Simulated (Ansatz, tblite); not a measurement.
Removing and adding an electron: 57-crown-19, `C1COCCOCCOCCOCCOCCOCCOCCOCCOCCOCCOCCOCCOCCOCCOCCOCCOCCOCCO1`. Total charge 0; singlet. Geometry: r2SCAN-D4/def2-SVP. Ansatz, gas phase; energy differences of separate SCF runs; the oxidised species was run as a doublet alone; the reduced species was run as a doublet alone.

The xTB rows come from tblite. Single mean-field runs in def2-TZVP are fitted with def2-universal-jkfit. HOMO above LUMO, or a gap near zero within one spin, warns that the state may not be the lowest or that an electron is smeared out.

```tsv
level	−HOMO (eV)	vertical IE (eV)	−LUMO (eV)	vertical EA (eV)	HOMO–LUMO gap (eV)	IE − EA (eV)	remarks
GFN1-xTB	11.58	12.61	3.95	2.90	7.63	9.71	–
GFN2-xTB	10.54	11.57	0.92	-0.14	9.62	11.71	–
PBE-D4/def2-TZVP	5.40	6.53	-0.10	-0.99	5.51	7.52	HOMO above zero (-1 doublet), gap within one spin near zero (+1 doublet), gap within one spin near zero (-1 doublet)
BLYP-D4/def2-TZVP	5.33	6.51	-0.14	-0.96	5.47	7.48	HOMO above zero (-1 doublet), gap within one spin near zero (+1 doublet), gap within one spin near zero (-1 doublet)
PBE0-D4/def2-TZVP	6.93	7.76	-0.92	-1.59	7.85	9.35	HOMO above zero (-1 doublet)
```

   A HOMO above zero means that the electron is unbound at that level or that self-interaction error raises the level; the energy of removing that electron tells which. Raw xTB energy differences between charge states are shifted by several eV; the methods need an empirical correction for them. Sets without diffuse functions give affinities that are too small. A negative affinity means that the extra electron isn't bound; its size then hangs on the basis.
